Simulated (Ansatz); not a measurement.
Ansatz (a quantum-chemistry and plane-wave program) job for Si(H)2(I)(Me) (CH5ISi), SMILES C[SiH2]I, B3LYP-D3(BJ)/def2-SVP. 

Ansatz 0.2 input:
```yaml
crystal:
  periodic: [false, false, false]
  atoms:
    - {symbol: Si, position_ang: [0.68360147, -1.46200842, -0.00000000]}
    - {symbol: C, position_ang: [-0.85668771, -2.55262474, 0.00000000]}
    - {symbol: I, position_ang: [-0.07270186, 0.89348596, 0.00000000]}
    - {symbol: H, position_ang: [1.47740559, -1.61591716, -1.21059860]}
    - {symbol: H, position_ang: [1.47740560, -1.61591717, 1.21059860]}
    - {symbol: H, position_ang: [-1.47144559, -2.36670183, 0.87729518]}
    - {symbol: H, position_ang: [-0.58901564, -3.60565164, -0.00000001]}
    - {symbol: H, position_ang: [-1.47144559, -2.36670183, -0.87729518]}
basis:
  gaussian:
    orbitals: def2-SVP
hamiltonian:
  xc: b3lyp
  dispersion: d3bj
relax: {f_tol: 0.002, max_steps: 200}
```

Program output:

```
WARN ansatz: RAYON_NUM_THREADS=1 ignored (pool sized by the plan → 1); use --threads N
Functional definition: B3LYP
integrals: 0.04 GiB planned
983 factors; integrals over basis functions are off by at most 4.2e-4 eV
mean field: 0.31 GiB planned
mean field evaluation 1: about -17093.4416 eV, gradient 4.4e1 eV
mean field evaluation 2: about -17090.7658 eV, gradient 5.1e1 eV
mean field evaluation 4: about -17098.1172 eV, gradient 1.3e0 eV
mean field evaluation 8: about -17098.1272 eV, gradient 1.3e-2 eV
mean field -17098.12722648 eV, -628.3445860461 hartree, gradient 1.0e-5 eV, S^2 0.000000; 0 other end points of the search recorded, 0 dependent functions left out
the calculation of the forces begins
reference -17098.12746467 eV, -628.3445947996 hartree; 25, 25 occupied and 58, 58 virtual orbitals, 983 factors
relax step   1: F+E_penalty+E_count = -17098.46214913 eV  Δ(F+E_penalty+E_count) = +0.000e0 eV  max|allowed force component| = 1.014e0 eV/Å  Δτ_max = 0.0000 Å  (26 SCF iters, accepted)
these checks for a lower state are left out or cut short: starts, cluster_reference, orbital_swaps, neighbouring_geometries, increment
integrals: 0.04 GiB planned
983 factors; integrals over basis functions are off by at most 4.3e-4 eV
mean field: 0.31 GiB planned
mean field evaluation 16: about -17098.1480 eV, gradient 2.4e0 eV
mean field -17098.16736503 eV, -628.3460611107 hartree, gradient 1.4e-5 eV, S^2 0.000000; 0 other end points of the search recorded, 0 dependent functions left out
the calculation of the forces begins
reference -17098.16760507 eV, -628.3460699320 hartree; 25, 25 occupied and 58, 58 virtual orbitals, 983 factors
relax step   2: F+E_penalty+E_count = -17098.49738724 eV  Δ(F+E_penalty+E_count) = -3.524e-2 eV  max|allowed force component| = 2.350e-1 eV/Å  Δτ_max = 0.0685 Å  (29 SCF iters, accepted)
these checks for a lower state are left out or cut short: starts, cluster_reference, orbital_swaps, neighbouring_geometries, increment
integrals: 0.04 GiB planned
983 factors; integrals over basis functions are off by at most 4.2e-4 eV
mean field: 0.31 GiB planned
mean field -17098.17373403 eV, -628.3462951671 hartree, gradient 1.4e-5 eV, S^2 0.000000; 0 other end points of the search recorded, 0 dependent functions left out
the calculation of the forces begins
reference -17098.17397384 eV, -628.3463039802 hartree; 25, 25 occupied and 58, 58 virtual orbitals, 983 factors
relax step   3: F+E_penalty+E_count = -17098.50558047 eV  Δ(F+E_penalty+E_count) = -8.193e-3 eV  max|allowed force component| = 5.329e-2 eV/Å  Δτ_max = 0.0297 Å  (29 SCF iters, accepted)
these checks for a lower state are left out or cut short: starts, cluster_reference, orbital_swaps, neighbouring_geometries, increment
integrals: 0.04 GiB planned
983 factors; integrals over basis functions are off by at most 4.2e-4 eV
mean field: 0.31 GiB planned
mean field evaluation 32: about -17098.1691 eV, gradient 1.7e-1 eV
mean field -17098.17384262 eV, -628.3462991578 hartree, gradient 1.3e-5 eV, S^2 0.000000; 0 other end points of the search recorded, 0 dependent functions left out
the calculation of the forces begins
reference -17098.17408239 eV, -628.3463079692 hartree; 25, 25 occupied and 58, 58 virtual orbitals, 983 factors
relax step   4: F+E_penalty+E_count = -17098.50573908 eV  Δ(F+E_penalty+E_count) = -1.586e-4 eV  max|allowed force component| = 2.259e-2 eV/Å  Δτ_max = 0.0038 Å  (24 SCF iters, accepted)
these checks for a lower state are left out or cut short: starts, cluster_reference, orbital_swaps, neighbouring_geometries, increment
integrals: 0.04 GiB planned
983 factors; integrals over basis functions are off by at most 4.2e-4 eV
mean field: 0.31 GiB planned
mean field -17098.17380536 eV, -628.3462977887 hartree, gradient 3.3e-5 eV, S^2 0.000000; 0 other end points of the search recorded, 0 dependent functions left out
the calculation of the forces begins
reference -17098.17404510 eV, -628.3463065989 hartree; 25, 25 occupied and 58, 58 virtual orbitals, 983 factors
relax step   5: F+E_penalty+E_count = -17098.50576811 eV  Δ(F+E_penalty+E_count) = -2.903e-5 eV  max|allowed force component| = 2.925e-3 eV/Å  Δτ_max = 0.0021 Å  (21 SCF iters, accepted)
these checks for a lower state are left out or cut short: starts, cluster_reference, orbital_swaps, neighbouring_geometries, increment
integrals: 0.04 GiB planned
983 factors; integrals over basis functions are off by at most 4.2e-4 eV
mean field: 0.31 GiB planned
mean field -17098.17387086 eV, -628.3463001957 hartree, gradient 4.7e-5 eV, S^2 0.000000; 0 other end points of the search recorded, 0 dependent functions left out
the calculation of the forces begins
reference -17098.17411061 eV, -628.3463090062 hartree; 25, 25 occupied and 58, 58 virtual orbitals, 983 factors
relax step   6: F+E_penalty+E_count = -17098.50577032 eV  Δ(F+E_penalty+E_count) = -2.211e-6 eV  max|allowed force component| = 1.943e-3 eV/Å  Δτ_max = 0.0014 Å  (20 SCF iters, accepted)
integrals: 0.04 GiB planned
983 factors; integrals over basis functions are off by at most 4.2e-4 eV
mean field: 0.31 GiB planned
mean field evaluation 64: about -17098.1739 eV, gradient 4.7e-5 eV
mean field -17098.17387086 eV, -628.3463001957 hartree, gradient 4.7e-5 eV, S^2 0.000000; 1 other end points of the search recorded, 0 dependent functions left out
the calculation of the forces begins
reference -17098.17411061 eV, -628.3463090062 hartree; 25, 25 occupied and 58, 58 virtual orbitals, 983 factors
Total energy: -17098.50601007 eV, -628.3585060864 hartree
Atom 0 at     0.649227    -1.440722    -0.000000 Å, force     0.001943     0.001001     0.000000 eV/Å
Atom 1 at    -0.861421    -2.551627    -0.000000 Å, force    -0.001063     0.000278    -0.000000 eV/Å
Atom 2 at    -0.070284     0.933193     0.000000 Å, force    -0.000447     0.000014    -0.000000 eV/Å
Atom 3 at     1.482818    -1.643366    -1.215709 Å, force    -0.000608    -0.000501    -0.000342 eV/Å
Atom 4 at     1.482818    -1.643366     1.215709 Å, force    -0.000608    -0.000501     0.000342 eV/Å
Atom 5 at    -1.478289    -2.368298     0.892861 Å, force     0.000207    -0.000054    -0.000179 eV/Å
Atom 6 at    -0.549465    -3.609552    -0.000000 Å, force     0.000368    -0.000183    -0.000000 eV/Å
Atom 7 at    -1.478289    -2.368298    -0.892861 Å, force     0.000207    -0.000054     0.000179 eV/Å
Dipole moment:    -0.046402    -0.422077     0.000000 e Å
```

The run converged.

Cost: about 22 core-seconds (a rough figure).
